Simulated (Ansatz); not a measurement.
Input for Ansatz (a program for electronic structure): U-CCSD(T)/cc-pVDZ on FGeH (SMILES [F][GeH]), a point of a bond scan (R = 4.780 Å). The run froze 15 orbitals, filled d shells among them.

Ansatz 0.2 input:
```yaml
crystal:
  periodic: [false, false, false]
  atoms:
    - {symbol: Ge, position_ang: [-0.11370409, -0.22690637, 0.28076938]}
    - {symbol: H, position_ang: [-0.98451576, -1.05346065, -0.79917524]}
    - {symbol: F, position_ang: [1.58021100, 2.88008018, -2.93294148]}
basis:
  gaussian:
    orbitals: cc-pVDZ
correlation: {method: ccsd_t, electrons: outside_noble_gas}
scf: {omitted_lower_state_checks: [cluster_reference]}
magnetization: {spin_polarized: true, initial_magnetization: 0}
```

It printed:

```
WARN ansatz: RAYON_NUM_THREADS=1 ignored (pool sized by the plan → 1); use --threads N
Functional definition: HF
these checks for a lower state are left out or cut short: cluster_reference
integrals: 0.02 GiB planned
500 factors; integrals over basis functions are off by at most 8.6e-4 eV
mean field: 0.12 GiB planned
mean field evaluation 1: about -59183.9445 eV, gradient 2.9e1 eV
mean field evaluation 2: about -59183.9446 eV, gradient 2.9e1 eV
mean field evaluation 4: about -59185.2848 eV, gradient 2.2e1 eV
mean field evaluation 8: about -59187.0466 eV, gradient 9.2e-1 eV
mean field evaluation 16: about -59187.0960 eV, gradient 1.7e-1 eV
mean field evaluation 32: about -59191.2393 eV, gradient 1.4e-3 eV
mean field evaluation 64: about -59191.2072 eV, gradient 1.2e0 eV
mean field evaluation 96: about -59191.2339 eV, gradient 9.7e-4 eV
mean field evaluation 128: about -59191.2390 eV, gradient 1.8e-2 eV
mean field evaluation 160: about -59191.2400 eV, gradient 4.6e-3 eV
mean field evaluation 192: about -59191.2400 eV, gradient 3.2e-4 eV
mean field evaluation 224: about -59191.2400 eV, gradient 1.1e-2 eV
mean field evaluation 256: about -59191.2400 eV, gradient 6.0e-2 eV
mean field evaluation 288: about -59191.2400 eV, gradient 1.5e-2 eV
mean field evaluation 320: about -59191.2336 eV, gradient 2.0e-1 eV
mean field evaluation 352: about -59188.9002 eV, gradient 7.0e-1 eV
mean field evaluation 384: about -59191.2392 eV, gradient 5.2e-2 eV
mean field evaluation 416: about -59187.0963 eV, gradient 1.2e-5 eV
mean field -59191.24001071 eV, -2175.2379491303 hartree, gradient 2.4e-6 eV, S^2 1.013405; 20 other end points of the search recorded, 0 dependent functions left out
15 core orbitals not correlated, not the lowest: weight in the atoms' cores, before any rotation towards them, 1.000 or more for the frozen orbitals, at most 0.000 for the correlated occupied ones
reference -59191.24001071 eV, -2175.2379491303 hartree; 6, 6 occupied and 25, 25 virtual orbitals, 500 factors
second order -5.48058175 eV of doubles, -0.00000000 eV of singles
coupled cluster: 0.08 GiB planned
cycle   1  -6.11565613 eV  change   -6.4e-1 eV  update   6.0e-2
cycle   2  -6.35862146 eV  change   -2.4e-1 eV  update   2.5e-2
cycle   3  -6.36764982 eV  change   -9.0e-3 eV  update   6.5e-3
cycle   4  -6.36831369 eV  change   -6.6e-4 eV  update   1.6e-3
cycle   5  -6.36830928 eV  change    4.4e-6 eV  update   5.5e-4
cycle   6  -6.36819312 eV  change    1.2e-4 eV  update   2.3e-4
cycle   7  -6.36820035 eV  change   -7.2e-6 eV  update   1.0e-4
cycle   8  -6.36822330 eV  change   -2.3e-5 eV  update   4.4e-5
cycle   9  -6.36822830 eV  change   -5.0e-6 eV  update   1.8e-5
cycle  10  -6.36822334 eV  change    5.0e-6 eV  update   9.8e-6
coupled cluster: 0.08 GiB planned
perturbative correction -0.06272307 eV, -0.0023050305 hartree
Total energy: -59197.67095713 eV, -2175.4742820520 hartree
Checks for a lower state left out: cluster_reference
```

The calculation finished and met its thresholds. Its determinant has ⟨S²⟩ = 1.01, a mixture of spin states.

Cost: around 10 core-seconds (rough).
